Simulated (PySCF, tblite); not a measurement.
Parent: `[O:1]=[C:2]([Cl:3])/[CH:4]=[CH:5]/[Cl:6]` with O1–C2–C4–C5 0°, C3H2Cl2O.

Computed geometry: GFN2-xTB, gas phase. One conformer each, not checked by frequencies here.

| coordinate of the parent | value |
| --- | --- |
| O1=C2 | 1.190 Å |
| C2–Cl3 | 1.767 Å |
| C2–C4 | 1.456 Å |
| C4=C5 | 1.337 Å |
| C5–Cl6 | 1.691 Å |
| O1–C2–Cl3 | 120.1° |
| O1–C2–C4 | 128.3° |
| Cl3–C2–C4 | 111.5° |
| C2–C4–C5 | 119.5° |
| C4–C5–Cl6 | 123.5° |

How does the shared frame change in `[CH2:1]=[CH:2]/[C:3]([Cl:4])=[CH:5]/[C:6](=[O:7])[Cl:8]` with C1–C2–C3–Cl4 0°, C3–C5–C6–O7 0°, C5H4Cl2O? Atoms pair as O1 = O7, C2 = C6, Cl3 = Cl8, C4 = C5, C5 = C3, Cl6 = Cl4 (parent first).

```
   parent   relative  value in the relative  change
    O1=C2      O7=C6                1.190 Å   0.000
   C2–Cl3     C6–Cl8                1.786 Å  +0.019
    C2–C4      C6–C5                1.443 Å  -0.013
    C4=C5      C5=C3                1.355 Å  +0.018
   C5–Cl6     C3–Cl4                1.708 Å  +0.017
O1–C2–Cl3  O7–C6–Cl8                 119.1°    -1.0
 O1–C2–C4   O7–C6–C5                 130.3°    +2.0
Cl3–C2–C4  Cl8–C6–C5                 110.5°    -1.0
 C2–C4–C5   C6–C5–C3                 124.4°    +4.9
C4–C5–Cl6  C5–C3–Cl4                 121.0°    -2.5
```

Of the parent's bonds, C2–Cl3 and C4–C5 change most and about equally (+0.018 to +0.019 Å). Bonds of the relative outside the shared frame: C1=C2 1.330, C2–C3 1.449 Å. Point group Cs → Cs.

How does the shared frame change in `[CH3:1]/[C:2]([Cl:3])=[CH:4]/[C:5](=[O:6])[Cl:7]` with C2–C4–C5–O6 0°, C4H4Cl2O? Atoms pair as O1 = O6, C2 = C5, Cl3 = Cl7, C4 = C4, C5 = C2, Cl6 = Cl3 (parent first).

```csv
parent,relative,value in the relative,change
O1=C2,O6=C5,1.189 Å,-0.001
C2–Cl3,C5–Cl7,1.784 Å,+0.017
C2–C4,C5–C4,1.447 Å,-0.009
C4=C5,C4=C2,1.345 Å,+0.008
C5–Cl6,C2–Cl3,1.709 Å,+0.018
O1–C2–Cl3,O6–C5–Cl7,119.2°,-0.9
O1–C2–C4,O6–C5–C4,130.2°,+1.9
Cl3–C2–C4,Cl7–C5–C4,110.6°,-0.9
C2–C4–C5,C5–C4–C2,124.2°,+4.7
C4–C5–Cl6,C4–C2–Cl3,121.7°,-1.8
```

Of the parent's bonds, C2–Cl3 and C5–Cl6 change most and about equally (+0.017 to +0.018 Å). Bonds of the relative outside the shared frame: C1–C2 1.487 Å. Point group Cs → Cs.
